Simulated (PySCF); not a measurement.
Delta-SCF ions had no search for a lower state. Excitations are Tamm–Dancoff values on a coarser integration grid. The basis has no diffuse functions, so Rydberg states are missing or too high.

## H4O4Si, SMILES `O[Si](O)(O)O` (charge 0, multiplicity 1)

Level of theory: PBE0-D3(BJ)/def2-TZVP run with PySCF.

```yaml
HOMO: -9.11 eV
dipole_moment: 0.01 D
HOMO–LUMO gap: 9.60 eV
LUMO: 0.48 eV
S1 excitation (TDA): 8.16 eV
S1 oscillator strength: 0.009
brightest of the four lowest singlets (TDA): 9.03 eV
T1 excitation (TDA): 7.81 eV
S1–T1 gap (TDA): 0.34 eV
vertical ionisation energy (Delta-SCF): 11.35 eV
total_energy: -592.7285 Ha
cost: around 2.3 core-minutes (rough)
```

```xyz
9

O     -1.3197     0.1861    -0.9394
Si     0.0078     0.0084    -0.0088
O      1.2717    -0.7478    -0.7096
O     -0.4394    -0.9186     1.2564
O      0.5180     1.5137     0.3574
H     -1.9027    -0.5718    -1.0011
H      1.8275    -0.2137    -1.2785
H      0.2655    -1.3513     1.7401
H     -0.1628     2.1708     0.5078
```
